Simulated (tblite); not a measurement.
Input of a run (GFN2-xTB geometry optimisation, gas phase (tblite 0.8.0)), started from a force field or distance geometry:
```
{"job": {"kind": "relax", "xc": "GFN2-xTB", "basis": "xTB"}, "charge": 0, "multiplicity": 1}
C      1.126400    -1.642100     0.131000
P      0.622800     0.016700    -0.285100
N      1.918800     0.938900    -0.879700
Si     3.278200     1.209300     0.152700
C     -0.670700    -0.069200    -1.485500
C     -1.983000    -0.610700    -0.932700
C     -2.461600     0.189000     0.281500
C     -1.490900     0.138300     1.477100
C     -0.136800     0.749900     1.149200
H      1.826000    -1.656500     0.965800
H      0.256400    -2.249100     0.428400
H      1.581700    -2.131000    -0.726500
H      4.274800     2.049100    -0.528400
H      2.858900     1.896100     1.401200
H      3.911700    -0.085900     0.512300
H     -0.349500    -0.686900    -2.323500
H     -0.844800     0.943100    -1.884800
H     -2.747300    -0.586400    -1.711400
H     -1.850300    -1.657400    -0.640000
H     -2.630500     1.231400     0.003100
H     -3.433700    -0.212000     0.608300
H     -1.361100    -0.906500     1.782400
H     -1.934700     0.671800     2.335800
H     -0.285800     1.817400     0.959700
H      0.514100     0.666900     2.024600
```

Output (eV, eV/Å):
```
step      E/eV     max force
  0    -767.38271    5.865
  1    -767.81662    0.401
  2    -767.83100    0.350
  3    -767.84635    0.258
  4    -767.85154    0.225
  5    -767.85899    0.226
  6    -767.86436    0.227
  7    -767.87145    0.191
  8    -767.87693    0.164
  9    -767.88175    0.131
 10    -767.88553    0.171
 11    -767.88892    0.154
 12    -767.89195    0.127
 13    -767.89428    0.099
 14    -767.89583    0.069
 15    -767.89709    0.074
 16    -767.89838    0.083
 17    -767.89982    0.094
 18    -767.90137    0.086
 19    -767.90301    0.083
 20    -767.90485    0.115
 21    -767.90706    0.136
 22    -767.90962    0.131
 23    -767.91241    0.119
 24    -767.91539    0.149
 25    -767.91846    0.140
 26    -767.92115    0.096
 27    -767.92296    0.071
 28    -767.92400    0.069
 29    -767.92476    0.064
 30    -767.92555    0.056
 31    -767.92633    0.059
 32    -767.92697    0.051
 33    -767.92750    0.049
 34    -767.92809    0.054
 35    -767.92890    0.069
 36    -767.92986    0.076
 37    -767.93067    0.049
 38    -767.93120    0.043
 39    -767.93162    0.042
 40    -767.93212    0.052
 41    -767.93267    0.050
 42    -767.93310    0.035
 43    -767.93336    0.029
 44    -767.93356    0.032
 45    -767.93378    0.034
 46    -767.93399    0.027
 47    -767.93414    0.022
 48    -767.93425    0.020
 49    -767.93436    0.022
 50    -767.93447    0.019
 51    -767.93453    0.014
 52    -767.93456    0.012
 53    -767.93459    0.011
 54    -767.93463    0.014
 55    -767.93468    0.019
 56    -767.93474    0.017
 57    -767.93480    0.017
 58    -767.93486    0.021
 59    -767.93493    0.023
 60    -767.93500    0.024
 61    -767.93508    0.022
 62    -767.93516    0.022
 63    -767.93525    0.023
 64    -767.93532    0.017
 65    -767.93539    0.017
 66    -767.93544    0.015
 67    -767.93547    0.015
 68    -767.93550    0.010
 69    -767.93551    0.008
```

Question: Summarise the run.

Answer: The energy falls by 53.3 kJ/mol over 69 L-BFGS steps, the largest force on an atom goes from 5.86 to 0.008 eV/Å, and the atoms move by 0.198 Å rms after alignment. The bond that changes most is P2=N3 (ends: phosphorus bonded to 3 C and N; nitrogen bonded to P and Si), which shortens by 0.136 Å. Bonds longer at the end by more than 0.005 Å: 3 of 25; shorter: 10. Among the angles that change most is P2–N3–Si4, from 118.4° to 129.0°. The energy never rose by more than 1e-5 eV on the way. The first step brought 78 % of the lowering.

Question: What are the final bond lengths?

Answer: C1–P2 1.843 Å, P2=N3 1.562 Å, N3–Si4 1.715 Å, P2–C5 1.829 Å, C5–C6 1.524 Å, C6–C7 1.527 Å, C7–C8 1.527 Å, C8–C9 1.524 Å, P2–C9 1.845 Å, C1–H10 1.089 Å, C1–H11 1.087 Å, C1–H12 1.089 Å, Si4–H13 1.459 Å, Si4–H14 1.473 Å, Si4–H15 1.474 Å, C5–H16 1.093 Å, C5–H17 1.094 Å, C6–H18 1.094 Å, C6–H19 1.093 Å, C7–H20 1.093 Å, C7–H21 1.093 Å, C8–H22 1.092 Å, C8–H23 1.094 Å, C9–H24 1.095 Å, C9–H25 1.094 Å. Numbering counts from 1 in the input's order; the species is `CP1(=N[SiH3])CCCCC1`.

Its GFN2-xTB frequencies are all real (lowest 37 cm⁻¹). The numbers are those of one conformer.

These are computed values.
